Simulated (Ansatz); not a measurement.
Ansatz results at the PBE0-D4/def2-TZVP geometry: HOMO–LUMO gap (ωB97M-V/def2-TZVPP) 12.32 eV; size of the dipole moment (B3LYP/def2-TZVPP) 3.44 D; size of the dipole moment (ωB97M-V/def2-TZVPP) 3.42 D.

Each molecule was computed in one conformer, which needn't be the lowest.

**Question.** Which molecule gave them?
A. `C[O][Ge]([C](F)(F)F)([C](F)(F)F)[C](F)(F)F`
B. `[CH3][GeH]([SiH3])[Cl]`
C. `CC(C)[CH2][Ge]([F])([F])[CH2]C(C)C`
D. `[GeH3][I]`

**Answer.** C. The others give `[CH3][GeH]([SiH3])[Cl]`: 11.44, 2.41, 2.43; `[GeH3][I]`: 10.47, 1.56, 1.65; `C[O][Ge]([C](F)(F)F)([C](F)(F)F)[C](F)(F)F`: 12.62, 2.07, 2.06.

B3LYP here is the variant with VWN-RPA as its local correlation; programs differ in this.
